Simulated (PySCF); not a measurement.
Cartesian coordinates in Å; atom numbers follow the order of the lines, from 1:
```xyz
16

C    -1.774   -2.028   -0.020
C    -1.022   -0.933    0.129
O     0.166   -0.939    0.720
Si    1.216    0.306    0.964
F     2.254   -0.582    1.836
Si    2.354    0.974   -0.915
C    -1.452    0.397   -0.355
O    -0.754    1.377   -0.208
O    -2.633    0.438   -0.957
H    -2.731   -1.974   -0.501
H    -1.432   -2.980    0.343
H     0.703    1.202    1.990
H     3.163   -0.103   -1.507
H     1.484    1.449   -1.998
H     3.283    2.061   -0.590
H    -2.833    1.344   -1.246
```

No solvent, relativity neglected, one computed conformer, rapidly exchanging positions averaged. GIAO PBE0/pcSseg-1 shieldings; coordinates at the GFN2-xTB level; PySCF 2.14.0 with density-fitted response routines.

References, each an isolated molecule treated in the same way: TMS for ¹³C, ¹H, ²⁹Si; ¹⁷O against H2O; ¹⁹F vs CFCl3.

```csv
atoms,nucleus,count,Hirshfeld charge,δ (ppm)
H13/H14/H15,¹H,3,-0.07,3.34
F5,¹⁹F,1,-0.23,?
Si4,²⁹Si,1,0.37,-9.2
O8,¹⁷O,1,-0.21,402.2
Si6,²⁹Si,1,0.21,-116.7
H11,¹H,1,0.06,5.78
O9,¹⁷O,1,-0.14,?
H10,¹H,1,0.05,6.05
H16,¹H,1,0.20,6.48
C2,¹³C,1,0.06,151.3
C1,¹³C,1,-0.10,113.2
O3,¹⁷O,1,-0.19,?
C7,¹³C,1,0.22,?
H12,¹H,1,-0.08,5.61
```

Problem. Complete the table.

Solution. 
- C7: 173.7 ppm, carboxylic acid carbon; lone-pair donation from the attached heteroatom keeps it upfield of a ketone carbonyl
- O9: 188.1 ppm, acid hydroxyl oxygen
- O3: 129.5 ppm, oxygen bonded to C, Si
- F5: -148.7 ppm, fluorine bonded to Si

Exchangeable OH/NH protons stand at their gas-phase positions; hydrogen bonding in a real sample shifts them, mostly to higher δ. Shifts are as computed. Against solution values, carbons near 30 ppm lie about +3 ppm off and those near 130 ppm about +5 ppm. Of 1309 compounds with measured shifts, 239 miss one by over three times the rms of a fit or turn the order of signals round; such compounds aren't used in these exercises. In solution the two oxygens of a carboxylic acid exchange roles by proton transfer and give one 17O line. Hydrogen bonding in solution shields acid and N–H amide carbonyl oxygens by tens of ppm. The C=O carbon of an acid or of an amide with N–H lies up to 10 ppm further downfield in solution, through hydrogen bonding that the calculation lacks. Unscaled 19F shifts against computed CFCl3 carry errors that often reach 10 to 50 ppm. Unscaled 17O shifts of doubly bonded oxygen tend to come out too high, by tens of ppm or more. Experimental scales use liquid or dissolved standards, which lie at an offset from isolated H2O (liquid H2O: subtract about 36 ppm).
